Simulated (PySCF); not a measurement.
# Br, SMILES `[Br]` (charge 0, multiplicity 2)

Level of theory: r2SCAN-D4/def2-TZVP in PySCF.

| Item | Value |
|---|---|
| highest occupied spin orbital | -7.77 eV |
| dipole moment | 0.00 D |
| total energy | -2574.0926 Ha |
| cost | about 5 core-seconds (a rough figure) |

Bonded distances (Å): .
Charge 0, spin multiplicity 2.
